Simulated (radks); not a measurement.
Spherical quantum dot in the effective-mass picture: electrons in a hard-walled sphere of radius 11.8, with a point charge +1 (a donor) at the centre, all in effective atomic units (hartree* = m*/eps^2 hartree, bohr* = eps/m* bohr), one dielectric constant everywhere. Calculated with a radial shooting solver with Libxc functionals: non-relativistic Kohn-Sham, LDA (Slater exchange, Perdew-Wang correlation), spin-polarised, spherical densities. Levels are named by radial order and angular momentum (1s, 1p, 1d, 2s, ...), and open shells are averaged over m.

N = 10, configuration 1s2 1p6 1d(up 1, down 0) 2s(up 1, down 0). This is the lowest configuration that the search found (a dilute case). Occupied and some empty levels:

level    occupation  eigenvalue (hartree*)  <r> (bohr*)
1s up             1                0.84774        1.814
1s down           1                0.91305        7.785
2s up             1                0.91395        8.295
1p up             3                0.92697        8.496
1p down           3                0.93215        8.492
1d up             1                0.95721        8.686
1d down           0                0.96242        8.681
2s down           0                0.96615        2.966
1f up             0                0.99961        8.854
1f down           0                 1.0049        8.852
1g up             0                 1.0533        9.007
1g down           0                 1.0586        9.006
2p up             0                 1.1153        5.870
2p down           0                 1.1234        6.055

Energy (hartree*): total 3.77787, kinetic 1.3691, external -2.0870, Hartree 5.8372, exchange-correlation -1.3414.

Electron density:

r (bohr*)  n(r) (e/bohr*^3)
0.621               0.08643
1.21                0.02758
1.80               0.009269
2.38               0.003343
2.97               0.001378
3.56              0.0007490
4.15              0.0006089
4.74              0.0006840
5.32              0.0008872
5.91               0.001188
6.50               0.001564
7.09               0.001973
7.67               0.002338
8.26               0.002551
8.85               0.002496
9.44               0.002114
10.0               0.001469
10.6              0.0007423
11.2              0.0001954
11.8              3.646e-07
